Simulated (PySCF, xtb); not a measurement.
C3H5Br, SMILES C=C(C)Br.

xtb with GFN2-xTB at its own geometry gives an orbital gap of 4.56 eV and a dipole moment of 3.31 D.

The structure is a stationary point at TPSSh-D3(BJ)/def2-SVP.

Task: What does ωB97X/def2-TZVP (PySCF) give? (Estimate from the structure and the level; the computed values follow.)

Result: gap 11.54 eV (levels -9.53 and 2.01 eV), dipole 1.75 D.
